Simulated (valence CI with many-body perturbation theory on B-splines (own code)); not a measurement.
Values are calculated unless marked as measured or tabulated.
Assign the levels of Se29+

Method: relativistic CI+MBPT: three valence electrons over a frozen Dirac-Fock core [He], a basis of 11 s, 11 p, 9 d, 7 f, 5 g, 2 h, 1 i functions for each j, with the one-electron correlation potential Σ1 (screened to all orders), the two-electron term Σ2, the three-electron term Σ3, Breit, model QED; selected single and double excitations, second order for the rest (own B-spline code, finite nucleus).

The last digits are not significant, and no measured levels were compared; by estimate large intervals hold to a few tenths of a per cent, small ones and those within an open d or f shell to about a per cent.

```
No.    J  Parity  E (cm⁻¹)      g
  1  1/2     odd         0  0.657
  2  3/2     odd    383770  1.327
  3  1/2    even    634460  2.528
  4  3/2    even    867010  1.709
  5  5/2    even    990090  1.495
  6  3/2    even   1255100  0.878
  7  1/2    even   1340300  1.097
  8  5/2    even   1420000  1.291
 10  3/2    even   1762000  1.260
 13  5/2     odd   2400200  1.193
 14  1/2     odd   2589600  0.657
 16  1/2    even  14901000  1.999
 17  1/2     odd  15152000  0.667
 18  3/2     odd  15259000  1.336
```

Energies count from the lowest level. Strongly mixed levels and levels close to another of their J and parity are left out, so the numbers can have gaps.

(1) Give configuration and LS term of each level.

Answers

(1) 1: 2s²2p ²P°; 2: 2s²2p ²P°; 3: 2s2p² ⁴P; 4: 2s2p² ⁴P; 5: 2s2p² ⁴P; 6: 2s2p² ²D; 7: 2s2p² ²P; 8: 2s2p² ²D; 10: 2s2p² ²P; 13: 2p³ ²D°; 14: 2p³ ²P°; 16: 2s²3s ²S; 17: 2s²3p ²P°; 18: 2s²3p ²P°.
